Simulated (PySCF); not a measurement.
## Vibration and rotation of SeBr

UHF-CCSD(T) constants of SeBr, ²Π (doublet), unpaired electrons π ↑ (Se def2-TZVPP, Br def2-TZVPP; no relativity (PySCF 2.14); masses 79.9165 and 78.9183 u):

* ωe: 322.9 cm⁻¹
* ωexe: 0.849 cm⁻¹
* Be: 0.081586 cm⁻¹
* αe: 0.000309 cm⁻¹
* D (centrifugal): 2.08e-08 cm⁻¹
* De to Se + Br: 2.26 eV

(1) Give the vibrational terms G(v) and spacings up to v = 3.

(2) How well does the Morse estimate ωe²/(4ωexe) reproduce De, and what is D0?

Correlated steps freeze 18 core orbitals. Spin–orbit coupling is left out. The state was picked by a PBE0 search and need not be the measured ground state.

Results:

(1) G(v) = ωe(v+½) − ωexe(v+½)².

```tsv
v	G(v) (cm⁻¹)	G(v) − G(v−1)	Bv (cm⁻¹)
0	161		0.08143
1	482	321	0.08112
2	802	320	0.08081
3	1120	318	0.08050
```

(2) It gives 3.81 eV, 168 % of the computed De. D0 = De − G(0) = 2.26 − 0.02 = 2.24 eV.
